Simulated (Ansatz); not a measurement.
The cluster Al₆Ni⁻. Charge -1, multiplicity 2. Geometry r2SCAN-D4/def2-SVPD; atoms count from 1.

Cartesian coordinates in Å:
```
Ni -0.515 0.080 -0.444
Al -0.696 0.164 1.969
Al 1.803 -0.337 -1.014
Al -2.103 -1.396 0.442
Al 0.409 -2.035 0.291
Al 0.405 1.660 -1.908
Al 0.698 1.863 0.664
```

No other spin state of charge -1 was run. The structure comes from a short search, and lower isomers may exist.

**Question.** Estimate the Mulliken populations from the PBE0/def2-TZVPD orbitals of Ansatz.

**Answer.** 
```csv
atom,charge (e),spin (α − β),d electrons
Ni1,0.29,-0.32,9.01
Al2,-0.12,0.05,–
Al3,-0.12,0.05,–
Al4,-0.41,0.56,–
Al5,-0.12,0.05,–
Al6,-0.41,0.55,–
Al7,-0.12,0.05,–
```
Mulliken values and Mayer orders depend strongly on the basis. With diffuse functions, as here, like atoms can get unlike values, and bond orders can come out too low or too high.

**Question.** Where does the spin sit?

**Answer.** Summed by element: Ni -0.32, Al 1.32, of 1 unpaired in all. Largest on single atoms: Al4 0.56, Al6 0.55, Ni1 -0.32.

**Question.** And the Mayer bond orders between bonded heavy atoms (over 0.3)?

**Answer.** Ni1–Al2 0.44 (2.42 Å); Ni1–Al3 0.44 (2.42 Å); Ni1–Al5 0.44 (2.42 Å); Ni1–Al7 0.44 (2.42 Å); Al2–Al4 0.62 (2.60 Å); Al2–Al7 0.71 (2.56 Å); Al3–Al5 0.71 (2.56 Å); Al3–Al6 0.63 (2.60 Å); Al4–Al5 0.63 (2.60 Å); Al6–Al7 0.63 (2.60 Å). Values over 0.3 also appear between atoms too far apart for a bond (Al2–Al5 0.34 at 2.98 Å; Al3–Al7 0.34 at 2.98 Å); they arise where an orbital or an unpaired electron spreads over both atoms.
